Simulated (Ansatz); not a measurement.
CH6Cl2Si2, singlet, geometry from GFN2-xTB, atoms displaced at random by about 0.03 Å a coordinate; PBE/STO-3G, gradient in Ansatz (an electronic-structure program).

Input for Ansatz:
Ansatz 0.2 input:
```yaml
crystal:
  periodic: [false, false, false]
  atoms:
    - {symbol: Si, position_ang: [-1.76722890, -1.52604420, 0.42087889]}
    - {symbol: C, position_ang: [-0.36925411, -1.26998598, -0.84458316]}
    - {symbol: Si, position_ang: [0.73178992, 0.23320994, -0.61975236]}
    - {symbol: Cl, position_ang: [-0.37263222, 1.92148657, -0.59969343]}
    - {symbol: Cl, position_ang: [1.68201547, 0.09259558, 1.11485710]}
    - {symbol: H, position_ang: [-2.53830849, -2.79437610, 0.07424399]}
    - {symbol: H, position_ang: [-2.70244166, -0.44950017, 0.48693616]}
    - {symbol: H, position_ang: [-1.16429926, -1.72129027, 1.78988431]}
    - {symbol: H, position_ang: [-0.80582309, -1.25340072, -1.86907183]}
    - {symbol: H, position_ang: [0.28732448, -2.15428762, -0.92687187]}
    - {symbol: H, position_ang: [1.73162980, 0.41598684, -1.65584078]}
basis:
  gaussian:
    orbitals: STO-3G
hamiltonian:
  xc: pbe
output: {forces: true}
```

Output, abridged:

```
Functional definition: PBE
542 factors; integrals over basis functions are off by at most 3.7e-5 eV
mean field evaluation 1: about -41444.6024 eV, gradient 3.3e1 eV
mean field evaluation 2: about -41443.8948 eV, gradient 3.6e1 eV
mean field evaluation 4: about -41448.6325 eV, gradient 1.1e0 eV
mean field evaluation 8: about -41448.5752 eV, gradient 1.1e-2 eV
mean field -41448.57515391 eV, -1523.2070420531 hartree, gradient 2.5e-5 eV, S^2 0.000000; 0 other end points of the search recorded, 0 dependent functions left out
the calculation of the forces begins
reference -41448.57517844 eV, -1523.2070429543 hartree; 37, 37 occupied and 10, 10 virtual orbitals, 542 factors
Total energy: -41448.57517844 eV, -1523.2070429543 hartree
Atom 0 at    -1.767229    -1.526044     0.420879 Å, force     0.445446    -2.267184     0.841868 eV/Å
Atom 1 at    -0.369254    -1.269986    -0.844583 Å, force    -0.426449    -0.210404    -0.814768 eV/Å
Atom 2 at     0.731790     0.233210    -0.619752 Å, force    -0.559616    -1.614976    -2.635578 eV/Å
Atom 3 at    -0.372632     1.921487    -0.599693 Å, force    -1.409207     2.026121    -0.077772 eV/Å
Atom 4 at     1.682015     0.092596     1.114857 Å, force     1.768708    -0.315419     3.025678 eV/Å
Atom 5 at    -2.538308    -2.794376     0.074244 Å, force     0.795901     1.235641     0.244186 eV/Å
Atom 6 at    -2.702442    -0.449500     0.486936 Å, force    -0.314859     0.664892    -0.150867 eV/Å
Atom 7 at    -1.164299    -1.721290     1.789884 Å, force    -0.459770     0.195343    -1.091742 eV/Å
Atom 8 at    -0.805823    -1.253401    -1.869072 Å, force    -0.092805     0.473244     0.281277 eV/Å
Atom 9 at     0.287324    -2.154288    -0.926872 Å, force     0.083279    -0.105872     0.608559 eV/Å
Atom 10 at     1.731630     0.415987    -1.655841 Å, force     0.169373    -0.081384    -0.230842 eV/Å
Dipole moment:    -0.039869    -0.452754    -0.433292 e Å
```
